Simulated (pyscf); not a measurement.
Optimised with ωB97X-D3(BJ)/def2-SVP in PySCF. Correlated levels are frozen-core, on RHF or UHF. ΔMP2 is the change of the MP2 total energy from the triple- to the quadruple-zeta basis.

Problem. For the elementary gas-phase step `[CH2][InH][Cl]` [doublet] → `[CH3][In][Cl]` [doublet] (doublet surface; H–In broken, C–H formed), what barrier and reaction energy does CCSD(T)/def2-TZVPP + ΔMP2(QZVPP) give, measured from the reactant's lowest minimum found?

Solution. ΔE‡ = 1.69 eV, ΔE = -1.54 eV. Zero-point energy shifts the barrier by -0.04 eV. It is a hydrogen shift, with an imaginary mode of 1511i cm⁻¹. One saddle was located; it need not be the lowest between these sides. The CCSD(T) − MP2 part came from Ansatz, without density fitting, on the same reference. A UHF reference is spin-contaminated (<S²> up to 1.04), which harms MP2 most. The frozen core leaves the outer d or s,p core shells of the metals and heavy elements correlated in the MP2 and CC values, and def2-TZVPP describes them poorly, which can shift differences by a few kcal/mol. Elements past Kr carry the def2 core potentials, without spin-orbit coupling.
